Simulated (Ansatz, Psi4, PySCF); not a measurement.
C₂H₅S (SMILES CC[S]), doublet, at a GFN2-xTB geometry. Base run: CAMB3LYP/def2-SVP (PySCF).

Input for PySCF:
```python
from pyscf import gto, scf, dft

mol = gto.M(
    atom='''
C     1.48255365    0.65932309   -0.01655837
C    -0.03154429    0.78395239    0.00248490
S    -0.84471660   -0.82371473    0.00823708
H    -0.37104627    1.31200621    0.89543533
H    -0.39297317    1.31674827   -0.87896880
H     1.93395512    1.64948226   -0.01949031
H     1.83064329    0.11841436    0.86042594
H     1.80883038    0.12313177   -0.90475459
''',
    basis='def2-svp',
    spin=1,
    verbose=4,
)

mf = dft.UKS(mol)
mf.xc = 'camb3lyp'
mf.kernel()
```

The same geometry, method and basis name were run in Ansatz (a quantum-chemistry and plane-wave program) and Psi4 and PySCF, at each program's defaults and at the settings that a row names. The base is PySCF at its defaults. Differences at the defaults can come from grids, fitting, cores and function types together.

```csv
code and settings,ΔE vs base (µEh),basis functions,E (Eh),SCF cycles,dipole (D)
"PySCF, defaults (exact integrals, its default grid, spherical functions)",0.0,71,-477.14492,10,1.57
"Psi4, defaults (density fitting with its default set, its default grid, spherical functions)",-42.5,71,-477.14496,9,1.57
"Ansatz, defaults (factorised integrals, its default grid, spherical functions)",0.6,71,-477.14492,-,-
"PySCF, density fitting with def2-universal-jkfit",-47.4,71,-477.14496,10,1.57
"PySCF, fine grid",0.9,71,-477.14492,10,1.57
"Psi4, exact integrals, spherical functions, fine grid",1.0,71,-477.14492,12,1.57
"Ansatz, high accuracy",0.9,71,-477.14492,-,-
```

Open shells are given as the SCF converged; they aren't shown to be the lowest states, and a large step between rows can be another state.
